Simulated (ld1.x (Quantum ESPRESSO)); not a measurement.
## u(r) = r·R(r): atom against pseudo-atom (Co (Z = 27))

Columns: radius, all-electron u(r) and pseudo u(r) of the 3d shell (level -8.83 eV) of cobalt in the configuration [Ne] 3s2 3p6 3d7 4s1.75 4p0.25; BP86, scalar-relativistic, TM scheme, ld1.x (Quantum ESPRESSO) 7.5.

| r (bohr) | all-electron | pseudo |
| --- | --- | --- |
| 0.065 | 0.0294 | 0.0048 |
| 0.130 | 0.1432 | 0.0364 |
| 0.195 | 0.3072 | 0.1139 |
| 0.260 | 0.4785 | 0.2422 |
| 0.325 | 0.6312 | 0.4105 |
| 0.390 | 0.7539 | 0.5958 |
| 0.455 | 0.8445 | 0.7702 |
| 0.520 | 0.9051 | 0.9095 |
| 0.585 | 0.9395 | 1.0003 |
| 0.650 | 0.9527 | 1.0410 |
| 0.715 | 0.9494 | 1.0399 |
| 0.780 | 0.9342 | 1.0102 |
| 0.845 | 0.9104 | 0.9648 |
| 0.910 | 0.8809 | 0.9142 |
| 0.975 | 0.8478 | 0.8647 |
| 1.040 | 0.8125 | 0.8192 |
| 1.105 | 0.7762 | 0.7780 |
| 1.170 | 0.7397 | 0.7399 |
| 1.235 | 0.7036 | 0.7036 |
| 1.300 | 0.6683 | 0.6683 |
| 1.365 | 0.6341 | 0.6341 |
| 1.430 | 0.6012 | 0.6012 |
| 1.495 | 0.5697 | 0.5697 |
| 1.560 | 0.5395 | 0.5395 |
| 1.625 | 0.5108 | 0.5108 |
| 1.690 | 0.4836 | 0.4836 |

(1) How many radial nodes do the two functions have?

(2) At about which radius was the pseudo-wave matched?

(3) Is the pseudo-wave norm-conserving?

Results:

(1) The all-electron 3d function has n − l − 1 = 0; the pseudo-wave has 0.

(2) 1.30 bohr. The columns agree to 0.0005 from 1.17 bohr on; several derivatives are matched, so the curves merge somewhat inside the radius.

(3) Yes: the TM scheme keeps the norm inside the radius equal to the all-electron one, which fixes the energy derivative of the logarithmic derivative at the level.
